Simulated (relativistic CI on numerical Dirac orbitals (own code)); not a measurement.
Energy levels of Tm XLIII

These numbers are calculated, not measured: Dirac-Coulomb-Breit CI, orbitals from a KLI potential per configuration, model QED, unscaled Slater integrals (own radial code, finite nucleus).

Configuration list (outside the closed core [Ne]): 3s²3p⁶3d⁹, 3s²3p⁵3d¹⁰, 3s3p⁶3d¹⁰, 3s²3p⁶3d⁸4s, 3s²3p⁶3d⁸4p, 3s²3p⁶3d⁸4d, 3s²3p⁴3d¹⁰4s, 3s²3p⁴3d¹⁰4p, 3s²3p⁵3d⁹4s, 3s²3p⁶3d⁸4f, 3s²3p⁴3d¹⁰4d, 3s²3p⁵3d⁹4p, 3s3p⁵3d¹⁰4s, 3s3p⁵3d¹⁰4p, 3s²3p⁶3d⁷4s², 3s²3p⁵3d⁹4d. Levels of other configurations are missing.

The lowest level is 3s²3p⁶3d⁹ ²D5/2, with 100 % of that term; Hund's rules for 3s²3p⁶3d⁹ give ²D with J = 5/2, in agreement.

```csv
No.,Configuration,Term,J,E (Ry),%,Landé g,jj configuration (%)
1,3s²3p⁶3d⁹,²D,5/2,0.000,100,1.191,3d5/2^5 (100)
2,3s²3p⁶3d⁹,²D,3/2,3.477,100,0.790,3d3/2^3 3d5/2^6 (100)
3,3s²3p⁵3d¹⁰,²P°,3/2,29.009,100,1.324,3p3/2^3 (100)
4,3s²3p⁵3d¹⁰,²P°,1/2,45.073,100,0.652,3p1/2 3p3/2^4 (100)
5,3s3p⁶3d¹⁰,²S,1/2,60.765,100,1.989,3s (100)
6,3d⁸(3F)4s,⁴F,9/2,97.391,89,1.300,3d5/2^4 4s (98)
7,3d⁸(3F)4s,²F,7/2,97.597,63,1.126,3d5/2^4 4s (99)
8,3d⁸(1D)4s,²D,5/2,98.057,48,1.338,3d5/2^4 4s (100)
9,3d⁸(1D)4s,²D,3/2,98.148,51,0.980,3d5/2^4 4s (99)
10,3d⁸(1S)4s,²S,1/2,99.353,45,2.056,3d5/2^4 4s (97)
11,3d⁸(3F)4s,⁴F,7/2,100.815,73,1.203,3d3/2^3 3d5/2^5 4s (100)
12,3d⁸(3F)4s,⁴F,5/2,100.860,65,0.968,3d3/2^3 3d5/2^5 4s (100)
13,3d⁸(3P)4s,⁴P,5/2,101.447,49,1.286,3d3/2^3 3d5/2^5 4s (99)
14,3d⁸(3P)4s,⁴P,3/2,101.490,31,1.094,3d3/2^3 3d5/2^5 4s (98)
15,3d⁸(3P)4s,⁴P,3/2,101.787,60,1.534,3d3/2^3 3d5/2^5 4s (99)
16,3d⁸(1G)4s,²G,9/2,101.850,89,1.127,3d3/2^3 3d5/2^5 4s (98)
17,3d⁸(1G)4s,²G,7/2,101.885,87,0.912,3d3/2^3 3d5/2^5 4s (99)
18,3d⁸(3P)4s,²P,1/2,101.922,68,1.295,3d3/2^3 3d5/2^5 4s (100)
19,3d⁸(3F)4p,⁴D°,7/2,103.573,50,1.282,3d5/2^4 4p1/2 (98)
20,3d⁸(3F)4p,²G°,9/2,103.690,41,1.150,3d5/2^4 4p1/2 (99)
21,3d⁸(1D)4p,²D°,3/2,104.210,32,1.251,3d5/2^4 4p1/2 (99)
22,3d⁸(1D)4p,²F°,5/2,104.267,40,1.069,3d5/2^4 4p1/2 (99)
23,3d⁸(3F)4s,⁴F,3/2,104.633,55,0.621,3d3/2^2 3d5/2^6 4s (98)
24,3d⁸(3F)4s,²F,5/2,104.709,35,1.059,3d3/2^2 3d5/2^6 4s (99)
25,3d⁸(1S)4p,²P°,1/2,105.489,59,0.668,3d5/2^4 4p1/2 (97)
26,3d⁸(1S)4s,²S,1/2,106.322,54,1.966,3d3/2^2 3d5/2^6 4s (98)
27,3d⁸(3F)4p,⁴G°,7/2,107.006,56,1.012,3d3/2^3 3d5/2^5 4p1/2 (100)
28,3d⁸(3F)4p,⁴F°,5/2,107.032,39,1.120,3d3/2^3 3d5/2^5 4p1/2 (99)
29,3d⁸(3P)4p,⁴D°,3/2,107.600,25,1.187,3d3/2^3 3d5/2^5 4p1/2 (98)
30,3d⁸(3P)4p,²D°,5/2,107.704,24,1.066,3d3/2^3 3d5/2^5 4p1/2 (98)
31,3d⁸(3P)4p,⁴P°,1/2,107.864,56,1.811,3d3/2^3 3d5/2^5 4p1/2 (99)
32,3d⁸(1G)4p,²H°,9/2,108.010,69,0.973,3d3/2^3 3d5/2^5 4p1/2 (98)
33,3d⁸(3P)4p,⁴D°,3/2,108.108,44,1.262,3d3/2^3 3d5/2^5 4p1/2 (99)
34,3d⁸(1G)4p,²F°,7/2,108.130,55,1.079,3d3/2^3 3d5/2^5 4p1/2 (97)
35,3d⁸(3F)4p,⁴G°,11/2,108.971,88,1.244,3d5/2^4 4p3/2 (99)
36,3d⁸(3F)4p,⁴F°,9/2,109.178,60,1.234,3d5/2^4 4p3/2 (98)
37,3d⁸(3F)4p,²F°,7/2,109.219,60,1.212,3d5/2^4 4p3/2 (97)
38,3d⁸(3F)4p,²D°,5/2,109.255,65,1.155,3d5/2^4 4p3/2 (98)
39,3d⁸(1D)4p,²D°,5/2,109.663,58,1.233,3d5/2^4 4p3/2 (99)
40,3d⁸(1D)4p,²F°,7/2,109.817,49,1.229,3d5/2^4 4p3/2 (99)
41,3d⁸(1D)4p,²P°,1/2,109.875,59,0.949,3d5/2^4 4p3/2 (98)
42,3d⁸(3P)4p,²P°,3/2,109.911,54,1.200,3d5/2^4 4p3/2 (97)
43,3d⁸(3F)4p,⁴G°,5/2,110.802,45,0.804,3d3/2^2 3d5/2^6 4p1/2 (98)
44,3d⁸(1S)4p,²P°,3/2,111.048,37,1.152,3d5/2^4 4p3/2 (57)
45,3d⁸(1S)4p,²P°,3/2,111.106,29,1.061,3d3/2^2 3d5/2^6 4p1/2 (58)
```

Energies count from the lowest computed level; ° marks odd parity. Percentages are summed over parent terms; the parents shown are those of the largest component, closed shells are left out there. Filled j subshells are mostly left out of the jj labels.

The mean weight of the leading LS term, summed over parents, in these 45 levels is 59 %, and that of the leading jj configuration (from the same eigenvectors) 97 %, so jj coupling describes them better and the LS labels are nominal.

At this charge energies of transitions that change n are usually good to better than 1 %, and those within a shell (Δn = 0) to a few per cent.

LS names give the leading component of a level, which can be under half, so a name can repeat, a term be missing and a line seem to break the LS rules.
